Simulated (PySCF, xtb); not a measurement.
Si(GeH3)2(H)2 (Ge₂H₈Si), SMILES [GeH3][SiH2][GeH3].

xtb with GFN2-xTB at its own geometry gives an orbital gap of 4.59 eV and a dipole moment of 1.29 D.

Geometry optimised at PBE0-D3(BJ)/def2-SVP.

Q: What does PBE/def2-TZVP run with PySCF give? (Estimate from the structure and the level; the computed values follow.)

A: gap 5.98 eV (levels -6.89 and -0.91 eV), dipole 0.12 D.
